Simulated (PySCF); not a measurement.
An element was calculated at r2SCAN (PySCF 2.14, spin-free X2C, a triple-zeta basis, no spin-orbit coupling), in the ground configurations that NIST lists.

| Quantity | Value |
| --- | --- |
| first ionisation energy | 14.143 eV |
| second ionisation energy | 24.418 eV |
| third ionisation energy | 35.618 eV |

Question: Which element is it?

Answer: Krypton (Kr, Z = 36), in aug-cc-pVTZ-DK. NIST lists 14.000, 24.360, 35.838 ± 0.02 eV for these ionisation energies.
